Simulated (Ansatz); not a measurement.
Ansatz (a quantum-chemistry and plane-wave program) input:
A basis named .json is the Basis Set Exchange file of that set.

Ansatz 0.2 input:
```yaml
crystal:
  periodic: [false, false, false]
  atoms:
    - {symbol: Cd, position_ang: [-0.00000000, -0.00000000, -1.34399523]}
    - {symbol: Te, position_ang: [0.00000000, 0.00000000, 1.24061099]}
basis:
  gaussian:
    orbitals: def2-TZVPPD.json
total_charge: 1
magnetization: {spin_polarized: true, initial_magnetization: 1}
correlation: {method: ccsd_t, electrons: outside_noble_gas}
```

Task: Predict the final energy.

Result: -434.16017 Eh (CCSD(T)/def2-TZVPPD). The basis has 115 functions.

This state (charge 1, doublet) is run at the relaxed geometry of the species with charge 0 and multiplicity 1.
